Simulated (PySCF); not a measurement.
Work out the structure from these simulated measurements.

Elements present: C, H and N. Monoisotopic mass: 104.0374 u.

| Quantity | Value |
| --- | --- |
| Triplet | lowest triplet excitation (Tamm–Dancoff): 5.34 eV [TDA PBE0/def2-SVPD] |
| 1H NMR | chemical shifts (computed TMS as zero) by class: 4.25 (1 H), 2.16 (3 H) ppm [GIAO PBE0/pcSseg-1] |
| Polarisability | 74.6 au [PBE0/def2-SVPD] |
| Dipole | 4.93 D [PBE0/def2-SVPD] |
| NMR, other nuclei | isotropic shieldings of nuclei other than C and H, by class: -39 (2 N) ppm [GIAO PBE0/pcSseg-1] |
| UV, first state | lowest singlet excitation: 6.49 eV (191 nm, f = 0.000) [TDDFT PBE0/def2-SVPD] |
| 13C NMR | chemical shifts (computed TMS as zero) by class: 114.7 (2 C), 93.0 (1 C), 69.3 (1 C), 13.4 (1 C), 4.4 (1 C) ppm [GIAO PBE0/pcSseg-1] |
| Rotational structure | rotational constants A, B, C: 2.831, 1.353, 0.972 GHz [GFN2-xTB] |

Electronic properties: PySCF, gas phase, density fitting. Levels stand in brackets. Isolated species at its GFN2-xTB geometry, gas phase. Each NMR value is the plain mean over a class of atoms that symmetry, rotation or inversion makes alike.

Question: Which formula fits the mass and the elements?

Answer: C6H4N2 (calculated 104.0374). No other formula that holds each of these elements comes within 0.0003 u with a fitting electron parity and a possible valence count.

Question: Give a SMILES that accounts for the data.

Answer: Numbering: `[CH3:1][C:2]#[C:3][CH:4]([C:5]#[N:6])[C:7]#[N:8]`. Its formula, C6H4N2, gives 6 degrees of unsaturation: 0 rings and 6 π bonds in the structure found. 6 carbons fall into 5 classes; from least to most shielded: nitrile carbon [C5/C7] (114.7 ppm, 2 C), alkyne carbon [C2] (93.0 ppm), alkyne carbon [C3] (69.3 ppm), sp3 carbon next to a nitrile [C4] (13.4 ppm), propargylic carbon [C1] (4.4 ppm). Hydrogen classes from least to most shielded: 1 H on an sp3 carbon next to a nitrile, C4 (4.25 ppm), 3 H on a propargylic carbon, C1 (2.16 ppm). The other shieldings belong to: -39 ppm, nitrile nitrogen [N6/N8]. By its constants the optimised geometry is an asymmetric top. Structure: `CC#CC(C#N)C#N`. Computed isomers that give other values at the same levels: `N#Cc1ccccn1` (13C chemical shifts (computed TMS as zero) by class: 156.2 (1 C), 142.5 (1 C), 140.0 (1 C), 137.0 (1 C), 130.8 (1 C), 123.0 (1 C) ppm); `N#Cc1ccncc1` (rotational constant A: 6.065 GHz; this holds for the one conformer computed); `N#Cc1cccnc1` (13C chemical shifts (computed TMS as zero) by class: 160.6 (1 C), 158.2 (1 C), 147.2 (1 C), 128.2 (1 C), 122.7 (1 C), 114.2 (1 C) ppm). The assignments are read from this structure; whether some other isomer fits the data as well wasn't checked.
